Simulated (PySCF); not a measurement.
**C₆ coefficients of unlike pairs at BP86**

Calculated with PySCF 2.14 from the dipole response of each species, C₆(A,B) = (3/π) ∫ α_A(iu) α_B(iu) du, in atomic units, from isotropic polarisabilities. For ions this is the dispersion term alone; charge-induced terms of lower order in 1/R come first.

```
species      configuration                                                                             basis     relativity  α (bohr³)  C₆ (like pair)
    C²⁺      [He] 2s2 (1S)                                                      aug-cc-pCVQZ-DK (9s8p6d4f2g)  spin-free X2C      4.252           6.585
    P²⁺  [Ne] 3s2 3p1 (2P)                                                          dyall-acv3z (19s12p6d4f)  spin-free X2C      9.130           32.86
     Xe          [Xe] (1S)  x2c-QZVPPall with one added diffuse shell each of s, p, d, f type (14s10p8d5f1g)  spin-free X2C      28.71           308.5
    Ti⁺  [Ar] 3d2 4s1 (4F)  aug-cc-pVTZ with one added diffuse shell each of s, p, d, f, g type (9s8p6d4f3g)           none      46.48           292.0
```

Q: Estimate C₆ for Ti⁺ with Xe.

A: The integral gives 274.5. The combination rule 2 C_A C_B / (C_A α_B/α_A + C_B α_A/α_B) gives 265.0 and the geometric mean 300.2.

No spin-orbit coupling is included.

The other pairs:

```csv
pair,C₆
"Xe, P²⁺",100.6
"Ti⁺, P²⁺",89.03
"P²⁺, C²⁺",14.70
"Ti⁺, C²⁺",40.37
"Xe, C²⁺",45.04
```
